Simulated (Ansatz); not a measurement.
Basis-set series for CH6AlOSi, SMILES `[CH3][Al][O][SiH3]` radical. Total charge 0; spin multiplicity 2. Geometry: relaxed with PBE0-D4/def2-TZVP. It is one conformer, not always the lowest.

| functional | basis | functions | energy (Eh) | HOMO (eV) | LUMO (eV) |
| --- | --- | --- | --- | --- | --- |
| PBE0-D4 | def2-SVP | 94 | -648.28956 | -5.41 | -2.11 |
| PBE0-D4 | def2-QZVPP | 434 | -648.64745 | -5.49 | -2.18 |
| ωB97M-V | def2-SVP | 94 | -648.55584 | -7.05 | -0.68 |
| ωB97M-V | def2-QZVPP | 434 | -648.91773 | -7.16 | -0.81 |

(1) Give the rows for def2-TZVPP. (Best estimate.)

Answers

(1) Ansatz gave: 
```json
{"functional": "PBE0-D4", "basis": "def2-TZVPP", "functions": "230", "energy (Eh)": "-648.62235", "HOMO (eV)": "-5.47", "LUMO (eV)": "-2.14"}
{"functional": "ωB97M-V", "basis": "def2-TZVPP", "functions": "230", "energy (Eh)": "-648.89369", "HOMO (eV)": "-7.12", "LUMO (eV)": "-0.69"}
```

HOMO and LUMO are taken over both spins.
